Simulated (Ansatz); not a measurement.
AuH, closed-shell singlet (the spin of the measured ground state), most abundant isotopes (196.9666 and 1.0078 u). Constants from fifth-degree fits in 1/R to seven points on the lowest solution found; no spin–orbit coupling, no relativity up to Kr; ω_e x_e and α_e move by some per cent with the fit.

Correlated levels freeze the inner cores; with def2 sets outer-core shells near the valence are correlated too. CBS: X⁻³ extrapolation of the correlation energy, Hartree–Fock from the larger set.

Programs: Ansatz (Gaussian basis) for Hartree–Fock, density functionals and correlated methods.  In def2 rows elements past Kr take small-core potentials, without spin–orbit coupling.

```tsv
level	r_e (Å)	ω_e (cm⁻¹)	ω_e x_e (cm⁻¹)	α_e (cm⁻¹)
PBE/def2-TZVPP	1.5373	2241.3	41.5	0.212
CCSD(T)/CBS(def2-TZVPP, def2-QZVPP)	1.5112	2296.9	27.6	0.195
```

Q: Predict ω_e, ω_e x_e, B_e and the fall in zero-point energy on putting deuterium (2.014102 u) for H, at CCSD(T)/CBS(def2-TZVPP, def2-QZVPP).

A: 
The curve stays; ρ = √(μ_H/μ_D) = √(1.00269/1.99372) = 0.70917. ω_e scales with ρ: 1629 cm⁻¹; ω_e x_e and B_e with ρ²: 13.9 and 3.702 cm⁻¹. The zero-point energy falls by 331 cm⁻¹, by which D₀ of the deuteride is larger.

Ansatz is a program for electronic structure.
